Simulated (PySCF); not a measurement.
Basis-set dependence of population analyses: `C=C1C=C1C(F)F`

Species: C₅H₄F₂.
Geometry (PBE0-D3(BJ)/def2-SVP, Å), atoms numbered from 1 in this order:
```xyz
11
C5H4F2 angstrom
C     -2.1777    0.0685    0.0777
C     -0.9026    0.4090   -0.0865
C      0.1407    1.3440   -0.4229
C      0.5098    0.1281   -0.0647
C      1.6053   -0.8251    0.2246
F      2.7968   -0.2941   -0.1093
F      1.4285   -1.9578   -0.4848
H     -2.4499   -0.9378    0.3998
H     -2.9750    0.7884   -0.1146
H      0.4432    2.3420   -0.7331
H      1.6239   -1.0884    1.2986
```

PBE0 throughout (PySCF), one geometry, spherical d and f functions. Geometry: PBE0-D3(BJ)/def2-SVP, one conformer, isolated molecule. Atoms taken as equivalent share a column and are averaged. The first 7 of 10 kinds of atom are listed.

Mulliken charges (e):

```csv
basis,functions,C1,C2,C3,C4,C5,F6/F7,H8
STO-3G,39,-0.226,+0.005,-0.079,-0.028,+0.157,-0.097,+0.075
6-31G,71,-0.466,+0.035,-0.081,-0.004,+0.384,-0.297,+0.156
pcSseg-0,71,-0.420,-0.164,-0.114,-0.152,+0.572,-0.350,+0.218
6-31G*,106,-0.568,+0.175,-0.188,+0.013,+0.474,-0.308,+0.167
cc-pVDZ,118,-0.126,+0.006,-0.024,-0.029,+0.391,-0.189,+0.038
def2-SVP,118,-0.199,+0.042,-0.115,-0.012,+0.516,-0.215,+0.042
aug-cc-pVDZ,197,+0.461,+0.396,+0.377,-0.110,+1.313,-0.451,-0.422
"6-311+G(2d,p)",213,-0.844,+0.380,-0.230,+0.533,+0.083,-0.240,+0.120
def2-TZVP,241,-0.339,-0.003,-0.044,-0.083,+0.291,-0.174,+0.126
cc-pVTZ,266,-0.376,+0.088,-0.165,0.000,+0.385,-0.174,+0.112
IGLO-III,285,-0.268,-0.007,-0.054,+0.063,+0.252,-0.211,+0.095
pcSseg-2,308,-0.143,-0.054,-0.098,-0.056,+0.644,-0.257,+0.055
```

IAO charges (e):

```tsv
basis	functions	C1	C2	C3	C4	C5	F6/F7	H8
STO-3G	39	-0.359	0.000	-0.091	-0.031	+0.183	-0.126	+0.132
6-31G	71	-0.431	+0.033	-0.103	-0.012	+0.386	-0.272	+0.156
pcSseg-0	71	-0.409	+0.017	-0.094	-0.021	+0.391	-0.267	+0.151
6-31G*	106	-0.434	+0.044	-0.104	-0.011	+0.443	-0.284	+0.149
cc-pVDZ	118	-0.444	+0.046	-0.105	-0.008	+0.438	-0.284	+0.151
def2-SVP	118	-0.431	+0.042	-0.099	-0.007	+0.440	-0.286	+0.146
aug-cc-pVDZ	197	-0.460	+0.047	-0.104	-0.004	+0.443	-0.294	+0.157
6-311+G(2d,p)	213	-0.460	+0.047	-0.103	-0.004	+0.442	-0.295	+0.157
def2-TZVP	241	-0.458	+0.047	-0.105	-0.005	+0.450	-0.295	+0.157
cc-pVTZ	266	-0.457	+0.047	-0.106	-0.005	+0.449	-0.293	+0.156
IGLO-III	285	-0.461	+0.047	-0.104	-0.004	+0.445	-0.295	+0.158
pcSseg-2	308	-0.458	+0.047	-0.104	-0.006	+0.449	-0.296	+0.157
```

Hirshfeld charges (e):

```
        basis  functions      C1      C2      C3      C4      C5   F6/F7      H8
       STO-3G         39  -0.131  -0.022  -0.010  -0.017  +0.187  -0.068  +0.022
        6-31G         71  -0.169  -0.014  -0.005  -0.002  +0.168  -0.107  +0.040
     pcSseg-0         71  -0.163  -0.017  -0.003  -0.002  +0.163  -0.102  +0.038
       6-31G*        106  -0.176  -0.016  -0.005  +0.004  +0.162  -0.096  +0.038
      cc-pVDZ        118  -0.175  -0.014  -0.005   0.000  +0.152  -0.088  +0.036
     def2-SVP        118  -0.176  -0.012  -0.004  +0.003  +0.156  -0.094  +0.036
  aug-cc-pVDZ        197  -0.178  -0.016  -0.006  -0.004  +0.155  -0.097  +0.039
6-311+G(2d,p)        213  -0.174  -0.019  -0.003  -0.006  +0.158  -0.099  +0.039
    def2-TZVP        241  -0.177  -0.015  -0.005  -0.002  +0.155  -0.096  +0.038
      cc-pVTZ        266  -0.179  -0.013  -0.006   0.000  +0.153  -0.094  +0.038
     IGLO-III        285  -0.178  -0.015  -0.005  -0.003  +0.155  -0.096  +0.039
     pcSseg-2        308  -0.179  -0.014  -0.005  -0.001  +0.154  -0.097  +0.039
```

**Question.** Which scheme is steadiest as the basis changes?

**Answer.** Largest range over the bases for any column: Hirshfeld 0.05 e, IAO 0.27 e, Mulliken 1.30 e. Hirshfeld charges move least and Mulliken charges most, counted in e. Without the minimal STO-3G basis the ranges are Hirshfeld 0.02, IAO 0.06, Mulliken 1.30 e.

**Question.** How much do the charges still move between the two largest bases, IGLO-III and pcSseg-2?

**Answer.** At most, over all atoms: Mulliken 0.393 e, IAO 0.004 e, Hirshfeld 0.002 e.

**Question.** What do the same runs give for the total energy, the frontier levels and the dipole moment?

**Answer.** 
| basis | energy (Eh) | HOMO (eV) | LUMO (eV) | μ (D) |
| --- | --- | --- | --- | --- |
| STO-3G | -386.8327 | -4.13 | 2.10 | 1.33 |
| 6-31G | -391.9628 | -6.20 | -0.90 | 1.88 |
| pcSseg-0 | -391.1620 | -6.56 | -1.24 | 1.90 |
| 6-31G* | -392.0657 | -6.03 | -0.70 | 1.63 |
| cc-pVDZ | -392.0978 | -6.19 | -0.89 | 1.65 |
| def2-SVP | -391.7859 | -6.30 | -1.00 | 1.68 |
| aug-cc-pVDZ | -392.1266 | -6.37 | -1.21 | 1.75 |
| 6-311+G(2d,p) | -392.1958 | -6.39 | -1.23 | 1.77 |
| def2-TZVP | -392.2358 | -6.36 | -1.13 | 1.72 |
| cc-pVTZ | -392.2184 | -6.32 | -1.07 | 1.70 |
| IGLO-III | -392.2399 | -6.38 | -1.20 | 1.74 |
| pcSseg-2 | -392.2341 | -6.40 | -1.21 | 1.76 |

The dipole is fixed by the density alone, so its range of 0.57 D shows that the density itself changes with the basis, not only its division among atoms.
